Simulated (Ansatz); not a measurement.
Ansatz (a first-principles code) input (SVWN5/def2-TZVP):

Ansatz 0.2 input:
```yaml
crystal:
  periodic: [false, false, false]
  atoms:
    - {symbol: Zr, position_ang: [-0.18544821, 0.12855980, -0.19408017]}
    - {symbol: O, position_ang: [1.56263140, -0.09477859, -0.41481558]}
    - {symbol: O, position_ang: [-0.63539036, -0.54802043, 1.38521642]}
basis:
  gaussian:
    orbitals: def2-TZVP
hamiltonian:
  xc: {name: SVWN5}
relax: {f_tol: 0.003, max_steps: 100}
```

Output:

```
Functional definition: SVWN5
integrals: 0.03 GiB planned
623 factors; their error is unknown
mean field: 0.22 GiB planned
mean field evaluation 1: about -5322.2096 eV, gradient 1.2e2 eV
mean field evaluation 2: about -4881.1889 eV, gradient 3.6e2 eV
mean field evaluation 4: about -5343.1155 eV, gradient 3.7e1 eV
mean field evaluation 8: about -5346.0882 eV, gradient 8.5e-1 eV
mean field evaluation 16: about -5346.0882 eV, gradient 3.8e-5 eV
mean field -5346.08822783 eV, -196.4651186642 hartree, gradient 3.8e-5 eV, S^2 0.000000; 0 other end points of the search recorded, 0 dependent functions left out
the calculation of the forces begins
reference -5346.08828772 eV, -196.4651208648 hartree; 14, 14 occupied and 88, 88 virtual orbitals, 623 factors
relax step   1: F+E_penalty+E_count = -5346.08822783 eV  Δ(F+E_penalty+E_count) = +0.000e0 eV  max|allowed force component| = 3.155e-1 eV/Å  Δτ_max = 0.0000 Å  (29 SCF iters, accepted)
these checks for a lower state are left out or cut short: starts, cluster_reference, orbital_swaps, neighbouring_geometries, increment
integrals: 0.03 GiB planned
623 factors; their error is unknown
mean field: 0.22 GiB planned
mean field -5346.09613077 eV, -196.4654090915 hartree, gradient 6.7e-6 eV, S^2 0.000000; 0 other end points of the search recorded, 0 dependent functions left out
the calculation of the forces begins
reference -5346.09619058 eV, -196.4654112896 hartree; 14, 14 occupied and 88, 88 virtual orbitals, 623 factors
relax step   2: F+E_penalty+E_count = -5346.09613077 eV  Δ(F+E_penalty+E_count) = -7.903e-3 eV  max|allowed force component| = 1.942e-1 eV/Å  Δτ_max = 0.0370 Å  (29 SCF iters, accepted)
these checks for a lower state are left out or cut short: starts, cluster_reference, orbital_swaps, neighbouring_geometries, increment
integrals: 0.03 GiB planned
623 factors; their error is unknown
mean field: 0.22 GiB planned
mean field evaluation 32: about -5346.0974 eV, gradient 2.0e-5 eV
mean field -5346.09738776 eV, -196.4654552851 hartree, gradient 2.0e-5 eV, S^2 0.000000; 0 other end points of the search recorded, 0 dependent functions left out
the calculation of the forces begins
reference -5346.09744759 eV, -196.4654574838 hartree; 14, 14 occupied and 88, 88 virtual orbitals, 623 factors
relax step   3: F+E_penalty+E_count = -5346.09738776 eV  Δ(F+E_penalty+E_count) = -1.257e-3 eV  max|allowed force component| = 4.326e-2 eV/Å  Δτ_max = 0.0085 Å  (29 SCF iters, accepted)
these checks for a lower state are left out or cut short: starts, cluster_reference, orbital_swaps, neighbouring_geometries, increment
integrals: 0.03 GiB planned
623 factors; their error is unknown
mean field: 0.23 GiB planned
mean field -5346.09743171 eV, -196.4654569004 hartree, gradient 2.1e-5 eV, S^2 0.000000; 0 other end points of the search recorded, 0 dependent functions left out
the calculation of the forces begins
reference -5346.09749154 eV, -196.4654590992 hartree; 14, 14 occupied and 88, 88 virtual orbitals, 623 factors
relax step   4: F+E_penalty+E_count = -5346.09743171 eV  Δ(F+E_penalty+E_count) = -4.396e-5 eV  max|allowed force component| = 1.490e-4 eV/Å  Δτ_max = 0.0007 Å  (29 SCF iters, accepted)
integrals: 0.03 GiB planned
623 factors; their error is unknown
mean field: 0.23 GiB planned
mean field -5346.09743171 eV, -196.4654569004 hartree, gradient 2.0e-5 eV, S^2 0.000000; 1 other end points of the search recorded, 0 dependent functions left out
the calculation of the forces begins
reference -5346.09749154 eV, -196.4654590992 hartree; 14, 14 occupied and 88, 88 virtual orbitals, 623 factors
Total energy: -5346.09749154 eV, -196.4654590992 hartree
Atom 0 at    -0.195827     0.135755    -0.204942 Å, force    -0.000038     0.000027    -0.000040 eV/Å
Atom 1 at     1.545015    -0.103079    -0.390709 Å, force     0.000149     0.000014    -0.000086 eV/Å
Atom 2 at    -0.607396    -0.546915     1.371971 Å, force    -0.000111    -0.000040     0.000126 eV/Å
Dipole moment:    -0.959954     0.665477    -1.004637 e Å
```
